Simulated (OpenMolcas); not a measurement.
## Pd3+: the spin-orbit constant, worked from levels

```
Program             : OpenMolcas
Basis               : ANO-RCC-VDZP [6s5p3d1f]
Scalar Hamiltonian  : DKH2, point nucleus
Active space        : 7 electrons in 5 orbitals (4d)
State averaging     : 2S+1 = 4 even, 10 roots; 2S+1 = 2 even, 40 roots
Spin-orbit coupling : RASSI with atomic mean-field integrals over the reference wave functions, term energies averaged over their components
```

Methods: CASSCF; MS-CASPT2, IPEA 0.25 Eh, imaginary shift 0.1 Eh (closed shells correlated: 4s 4p).

**The spin-orbit constant.** For the Hund term ⁴F of d7, E(J) = (A/2) J(J+1) + constant and ζ = -2S·A = -3A. From J = 3/2 to J = 9/2 the energy changes by 10.5 A.

| Source | E(9/2) - E(3/2) | A | ζ |
| --- | --- | --- | --- |
| CASSCF | -5988.1 | -570.3 | 1711 |
| MS-CASPT2 | -5916.5 | -563.5 | 1690 |

All in cm-1. Both methods take the spin-orbit matrix elements from the reference wave functions, so the second can move ζ only through the term energies and any multistate remixing. Second-order mixing with other terms is absorbed into this ζ.

Term energies are means over components that CASPT2 splits; among the terms shown or strongly mixed into the levels shown the widest spread is 880 cm-1 (4d⁷ ⁴F, MS-CASPT2). The basis is small and was not contracted for so high a charge. Without dynamic correlation excited terms often stand tens of per cent too high (terms of higher spin than the ground term too low), and those without a measured partner can miss by more than the paired ones (holds for CASSCF). Levels of configurations outside the active space are missing.
